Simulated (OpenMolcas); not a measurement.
## Ne3+: effect of correlating more closed shells

```
Program             : OpenMolcas 26.06
Basis               : ANO-R2 [4s4p2d1f]
Scalar Hamiltonian  : X2C, finite nucleus
Active space        : 5 electrons in 9 orbitals (RAS2 2s 2p; RAS3 3d, at most 2 electrons)
State averaging     : 2S+1 = 4 odd, 1 root; 2S+1 = 2 odd, 8 roots; 2S+1 = 4 even, 3 roots; 2S+1 = 2 even, 6 roots
Spin-orbit coupling : RASSI with atomic mean-field integrals over the reference wave functions, term energies averaged over their components
```

Methods on the same reference wave functions:
A. RASSCF
B. SS-RASPT2, IPEA 0.25 Eh, imaginary shift 0.1 Eh (closed shells correlated: none)
C. SS-RASPT2, IPEA 0.25 Eh, imaginary shift 0.1 Eh (closed shells correlated: 1s)

Energies in eV above 2s2 2p3 4S* 3/2, the measured ground level; measured values from Moore, Atomic Energy Levels, vol. I, NSRDS-NBS 35 (1971 reprint of NBS Circular 467, 1949).

```tsv
Level	A	B	C	Measured
2s2 2p3 4S* 3/2	0.0000	0.0000	0.0000	0.0000
2s2 2p3 2D* 3/2	5.4812	5.227	5.234	
2s2 2p3 2D* 5/2	5.4843	5.230	5.237	
2s2 2p3 2P* 1/2	8.2096	7.882	7.892	
2s2 2p3 2P* 3/2	8.2103	7.883	7.893	
2s 2p4 4P 5/2	23.0683	22.869	22.839	22.7957
2s 2p4 4P 3/2	23.1364	22.937	22.907	22.8722
2s 2p4 4P 1/2	23.1766	22.977	22.947	22.9122
2s 2p4 2D 3/2	32.2684	31.737	31.682	
2s 2p4 2D 5/2	32.2688	31.738	31.683
```

Deviations, from unrounded energies. A percentage is the sum of absolute deviations over the sum of measured energies, with the sign that they share, or ± where signs differ.

| Against measurement | Levels | A | B | C |
| --- | --- | --- | --- | --- |
| mean absolute deviation (cm-1) | 3 | 2200 | 540 | 310 |
| other configurations (%) | 3 | +1.2 | +0.3 | +0.2 |

C lies closest to measurement on these levels and A furthest from it. The largest miss of C in the table is 2s 2p4 4P 5/2, by +350 cm-1. The ranking rests on the paired levels alone, and a cruder setting can come out closer through cancelling errors.

Between B and C the level of the table that moves most is 2s 2p4 2D 3/2, by 450 cm-1 (lowest in C, highest in B).

From A to B the spin-free energies of the other terms of 2s2 2p3 shown, above 4S*, scale by factors of 0.95 to 0.96.

The lowest spin-free term lies below A's lowest term by 0.046 hartree in B, 0.058 hartree in C.

What an inner shell adds also hangs on whether the basis holds functions to correlate it.

Active for correlation alone: 3d; no level in the range computed is led by a configuration that fills it, so any true level of that kind is missing. Measured partners are found by configuration, term and J. A level has none where our copy of the source lacks it or the pairing is in doubt (some pairs that miss far off the trend of their configuration count as doubtful), and it then counts in no deviation. Levels of configurations outside the active space are missing. Levels that lie high or do not pair safely by name in every column are left out.

* marks odd parity.
